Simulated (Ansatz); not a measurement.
KPt₃. The state is a doublet with charge 0. Geometry r2SCAN-D4/def2-SVP.

Cartesian coordinates in Å:
```
K 0.972 -0.731 -1.574
Pt -0.429 0.162 1.104
Pt -2.007 -0.983 -0.248
Pt 1.464 1.552 0.718
```

In the def2 sets Pt takes a core potential; there is no spin–orbit coupling. At PBE-D4/def2-TZVP, revPBE-D4/def2-TZVP, r2SCAN-D4/def2-TZVP, PBE0-D4/def2-TZVP and others the charge 0 doublet is spin-contaminated (final ⟨S²⟩ up to 1.55, 0.75 for a pure state). No other spin state of charge 0 was run. The geometry of the doublet was relaxed on an unsound state (⟨S²⟩ 1.36, where a pure state has 0.75). Another isomer (doublet) lies 0.75 eV lower at PBE0-D4/def2-TZVP; other spin states weren't run for this one.

Estimate the α-spin orbital energies around the gap (eV) in Ansatz with PBE-D4/def2-TZVP, revPBE-D4/def2-TZVP, r2SCAN-D4/def2-TZVP, PBE0-D4/def2-TZVP, CAM-B3LYP-D4/def2-TZVP.


```
orbital  PBE-D4/def2-TZVP  revPBE-D4/def2-TZVP  r2SCAN-D4/def2-TZVP  PBE0-D4/def2-TZVP  CAM-B3LYP-D4/def2-TZVP
 HOMO−5             -5.04                -4.94                -5.28              -6.34                   -7.59
 HOMO−4             -4.91                -4.82                -5.14              -6.05                   -7.38
 HOMO−3             -4.83                -4.74                -5.04              -6.00                   -7.28
 HOMO−2             -4.82                -4.73                -5.00              -5.76                   -6.96
 HOMO−1             -4.64                -4.54                -4.84              -5.66                   -6.87
   HOMO             -4.56                -4.46                -4.74              -5.51                   -6.46
   LUMO             -4.19                -4.07                -3.98              -3.12                   -1.88
 LUMO+1             -2.70                -2.59                -2.48              -1.91                   -1.22
 LUMO+2             -1.78                -1.75                -1.27              -1.14                   -0.59
 LUMO+3             -1.10                -0.98                -0.84              -0.42                    0.24
 LUMO+4             -0.60                -0.55                -0.24              -0.01                    0.52
 LUMO+5             -0.57                -0.52                -0.18               0.08                    0.71
 β HOMO             -4.48                -4.38                -4.67              -5.48                   -6.68
 β LUMO             -4.04                -3.93                -3.84              -2.98                   -1.74
```
